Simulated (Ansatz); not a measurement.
`C=C[CH2][InH][F]` and `C=C[CH2][InH][Cl]` differ in one element.

Ansatz, PBE0-D4/def2-TZVP geometries, multiplicity 1. Each molecule was computed in one conformer, which needn't be the lowest.

Elements past krypton have def2 core potentials.

| property | `C=C[CH2][InH][F]` |
| --- | --- |
| HOMO energy (PBE/def2-TZVPP) / eV | -5.91 |
| size of the dipole moment (PBE/def2-TZVPP) / D | 3.19 |
| ideal-gas entropy at 298 K and 1 bar (rigid rotor, harmonic PBE0-D4/def2-TZVP) / J/(mol·K) | 378 |
| HOMO energy (ωB97M-V/def2-TZVPP) / eV | -9.01 |
| LUMO energy (ωB97M-V/def2-TZVPP) / eV | 0.00 |
| zero-point energy (PBE0-D4/def2-TZVP) / kJ/mol | 203.0 |

(1) Give the same properties after the change, and the shifts. (Estimate.)

Results:

(1) Ansatz gave: 
| property | `C=C[CH2][InH][Cl]` | shift |
| --- | --- | --- |
| HOMO energy (PBE/def2-TZVPP) / eV | -5.91 | 0.00 |
| size of the dipole moment (PBE/def2-TZVPP) / D | 3.00 | -0.19 |
| ideal-gas entropy at 298 K and 1 bar (rigid rotor, harmonic PBE0-D4/def2-TZVP) / J/(mol·K) | 385 | 7 |
| HOMO energy (ωB97M-V/def2-TZVPP) / eV | -8.98 | 0.03 |
| LUMO energy (ωB97M-V/def2-TZVPP) / eV | -0.13 | -0.13 |
| zero-point energy (PBE0-D4/def2-TZVP) / kJ/mol | 201.6 | -1.4 |

Dipoles are sizes alone; their direction can turn. Modes under 60 cm⁻¹, often nearly free rotors, make the harmonic entropy too high.
